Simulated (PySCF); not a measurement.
**Polarisability and C₆ of Cd⁺ (cadmium, charge +1)**

[Kr] 4d9 5s1 5p1, one real determinant (an excited configuration). Calculation: PySCF 2.14, in x2c-QZVPPall with one added diffuse shell each of s, p, d, f, g type (14s9p8d5f3g, 143 functions); the spin-free X2C one-electron Hamiltonian (Gaussian nucleus). Coupled (time-dependent) response in atomic units; α is the mean over directions.

```tsv
method	mean α (bohr³)	α xx, yy, zz	C₆ (like pair)	S(−4)
PBE	29.40	27.24, 27.24, 33.74	214.1	393.9
```

S(−4) is the Cauchy moment in α(ω) = α(0) + S(−4) ω² + …

Spin-orbit coupling is absent.

α(iu) at PBE:

| u (hartree) | α(iu) (bohr³) |
| --- | --- |
| 0 | 29.40 |
| 0.0500 | 28.46 |
| 0.100 | 26.02 |
| 0.200 | 19.85 |
| 0.300 | 14.84 |
| 0.500 | 9.172 |
| 0.750 | 6.023 |
| 1.00 | 4.442 |
| 1.50 | 2.847 |
| 2.00 | 2.026 |
| 3.00 | 1.187 |
| 5.00 | 0.5492 |

For an ion, C₆ is the dispersion term alone; charge-induced terms of lower order in 1/R come first.

The components differ because the open shell of this determinant is not spherical; for a pure term their mean is the scalar polarisability.

⟨L²⟩ = 8.01 against 12 for a pure F term, so this real determinant mixes terms.
